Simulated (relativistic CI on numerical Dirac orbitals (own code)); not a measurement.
V⁺ (3d4) in a crystal field

Calculated by Dirac-Coulomb-Breit CI, orbitals from a KLI potential per configuration, model QED (radiative potential, 1s self-energy scaled to tabulated hydrogen-like ionisation energies), valence Slater integrals scaled by 0.85, one configuration in a parametric crystal field (own radial code).

Field parameters in Wybourne normalisation: Oh B⁴₀ = 21Dq, B⁴₄ = √(5/14) B⁴₀. The field is a parameter set, without covalency.

S is read from ⟨S²⟩ = S(S + 1).

Site symmetry Oh; labels are those of the double group. Computed levels in cm⁻¹ above the lowest, in rising order:

| Δ (size of 10Dq) | Lowest | No. 2 | No. 3 | No. 4 | No. 5 | No. 6 | No. 7 | No. 8 |
| --- | --- | --- | --- | --- | --- | --- | --- | --- |
| 2400 | A1 | 4 T1 | 7 E | 10 T2 | 13 A2 | 2353 T2 | 2356 T1 | 2358 A1 |
| 4300 | A1 | 2 T1 | 5 E | 7 T2 | 9 A2 | 4249 T2 | 4249 T1 | 4250 A1 |
| 6200 | A1 | 2 T1 | 4 E | 6 T2 | 8 A2 | 6147 A1 | 6147 T1 | 6147 T2 |
| 8100 | A1 | 2 T1 | 4 E | 6 T2 | 8 A2 | 6999 A1 | 7051 T1 | 7138 T2 |
| 10000 | A1 | 2 T1 | 5 E | 7 T2 | 9 A2 | 5254 A1 | 5308 T1 | 5402 T2 |
| 11900 | A1 | 3 T1 | 6 E | 9 T2 | 11 A2 | 3484 A1 | 3539 T1 | 3636 T2 |
| 13800 | A1 | 6 T1 | 11 E | 15 T2 | 20 A2 | 1705 A1 | 1759 T1 | 1855 T2 |
| 15700 | A1 | 62 T1 | 149 E | 183 T2 | 255 A2 | 349 T2 | 362 T1 | 364 A1 |
| 17600 | A1 | 64 T1 | 176 E | 179 T2 | 1981 A2 | 1984 T2 | 1987 E | 1990 T1 |
| 19500 | A1 | 63 T1 | 174 E | 176 T2 | 3808 A2 | 3809 T2 | 3811 E | 3812 T1 |
| 21400 | A1 | 62 T1 | 174 E | 176 T2 | 5647 A2 | 5648 T2 | 5649 E | 5649 T1 |
| 23300 | A1 | 62 T1 | 175 E | 176 T2 | 7495 A2 | 7495 T2 | 7495 E | 7496 T1 |

Ground-state S against |10Dq| in cm⁻¹: 2400: 2.00, 4300: 2.00, 6200: 2.00, 8100: 2.00, 10000: 2.00, 11900: 2.00, 13800: 1.99, 15700: 1.37, 17600: 1.01, 19500: 1.00, 21400: 1.00, 23300: 1.00.

The spin changes between |10Dq| = 13800 and 15700 cm⁻¹.
